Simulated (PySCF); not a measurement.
Continuum solvent and chemical shifts

Cartesian coordinates in Å; atom numbers follow the order of the lines, from 1:
```xyz
17

C     3.1342    0.8748   -0.2244
O     2.2646   -0.2050    0.0769
C     0.9755   -0.0080   -0.1963
O     0.5241    0.9909   -0.6818
C     0.1705   -1.2345    0.1809
O    -1.1985   -1.0182   -0.0279
C    -1.7930   -0.1964    0.8644
C    -3.1983    0.1135    0.4567
O    -1.2294    0.2186    1.8397
H     3.0886    1.1274   -1.2938
H     2.8586    1.7672    0.3564
H     4.1429    0.5428    0.0459
H     0.4696   -2.0738   -0.4625
H     0.3912   -1.4927    1.2279
H    -3.1622    0.8673   -0.3449
H    -3.7491    0.5220    1.3111
H    -3.6971   -0.7775    0.0537
```

GIAO PBE0/pcSseg-1 in PySCF on one PBE0-D3(BJ)/def2-SVP conformer, non-relativistic, equivalent nuclei averaged. Solvents enter as an IEF-PCM continuum (tetrahydrofuran with ε = 7.4, water with ε = 78.4) around the gas-phase geometry. Shifts are referred to TMS computed in the same medium.

Gas phase, δ in ppm: C7 174.7, C3 173.9, C5 61.2, C1 52.3, C8 21.7, H13/H14 4.35, H10/H11/H12 3.67, H15/H16/H17 2.12. Dipole moment 2.00 D.

Problem. How does each δ change in the continuum?

Solution. 
```csv
atoms,environment,"Δδ, tetrahydrofuran","Δδ, water"
C7,ester carbonyl carbon,+4.2,+5.1
C3,ester carbonyl carbon,+3.6,+4.5
C5,"sp3 CH2 bonded to O, α to a carbonyl",+1.3,+1.7
C1,methyl carbon bonded to O,+1.2,+1.5
C8,methyl carbon α to a carbonyl,+1.1,+1.4
H13/H14,"hydrogen on an sp3 CH2 bonded to O, α to a carbonyl",+0.23,+0.29
H10/H11/H12,hydrogen on a methyl carbon bonded to O,+0.12,+0.14
H15/H16/H17,hydrogen on a methyl carbon α to a carbonyl,+0.15,+0.18
```

Changes are relative to the gas phase. The dipole moment becomes 2.50 D in tetrahydrofuran, 2.64 D in water.

Problem. Which nuclei move most (in ppm), and what does the model miss?

Solution. C7 (ester carbonyl carbon, +5.1 ppm) in water. A continuum only polarises the solute; specific hydrogen bonds, the anisotropy of aromatic solvents and changes of geometry or conformer are outside it.
